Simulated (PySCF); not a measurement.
An unknown shows these calculated signals:

¹H NMR (300 MHz, computed): δ 5.73 (m, 1H), 5.34 (d, 2H), 2.76 (s, 1H), -0.08 (br s, 2H).

¹³C{¹H} NMR (computed): δ 160.5 (C), 122.1 (CH), 88.8 (CH), 80.8 (C).

- shieldings: GIAO PBE0/pcSseg-1
- GFN2-xTB geometry
- run in PySCF 2.14
- non-relativistic, equivalent nuclei averaged, in vacuum, single conformer

Scale: TMS for ¹H (σ = 31.72 ppm), ¹³C (σ = 186.93 ppm) (reference shieldings calculated alike).

Which of these does the molecule contain: a non-aromatic C=C double bond, a CH3CH2 unit, a vinyl group CH=CH2, an NH or NH2 group, a C≡C triple bond, an aldehyde?

Results:


- A non-aromatic C=C double bond: yes.
- A CH3CH2 unit: no.
- A vinyl group CH=CH2: no.
- An NH or NH2 group: yes (δH -0.08 (br s)).
- A C≡C triple bond: yes (δC 88.8, 80.8; δH 2.76 (s)).
- An aldehyde: no.

The data belong to `C(/C#C)(F)=C\[SiH2]N`, C4H6FNSi; they needn't prove each group on their own.

Carbon signals by region: 1 in the far downfield region (above 160 ppm), 1 in the sp2 and nitrile region (100–160 ppm), 2 at 50–100 ppm. Above 160 ppm: 160.5, fully substituted alkene carbon.

OH and NH positions are those of a molecule without intermolecular hydrogen bonds; in solution they move with solvent, concentration and temperature, and exchange usually removes their couplings. Splittings by ¹⁹F in the carbon and heteronuclear signals aren't shown, as no couplings were computed. Shifts are as computed. Against solution values, carbons near 30 ppm lie about +3 ppm off and those near 130 ppm about +5 ppm. Of 1309 compounds with measured shifts, 239 miss one by over three times the rms of a fit or turn the order of signals round; such compounds aren't used in these exercises. Multiplicities follow the n + 1 count of equivalent neighbours, as no J values were calculated; m marks all less simple cases, F and P coupling included.
